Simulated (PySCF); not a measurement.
C2H4BrCl, SMILES ClCCBr (PBE0/def2-SVP optimised geometry):

```
8

Cl     2.115    -0.711     0.000
C      0.327    -0.711     0.000
C     -0.173     0.712     0.000
Br    -2.115     0.735    -0.003
H     -0.009    -1.255    -0.893
H     -0.009    -1.255     0.893
H      0.158     1.255    -0.894
H      0.155     1.254     0.896
```

Computed with PBE0/def2-TZVP run with PySCF.

Task: What are the frontier orbital energies and the dipole moment?

Result: HOMO-2 -8.78 eV, HOMO-1 -8.30 eV, HOMO -8.25 eV, LUMO -0.34 eV, LUMO+1 0.65 eV; dipole moment 0.00 D.

Meta-Löwdin charges at PBE0/def2-TZVP: Cl1 -0.12, C2 -0.16, C3 -0.20, Br4 -0.10, H5 0.14, H6 0.14, H7 0.14, H8 0.14.
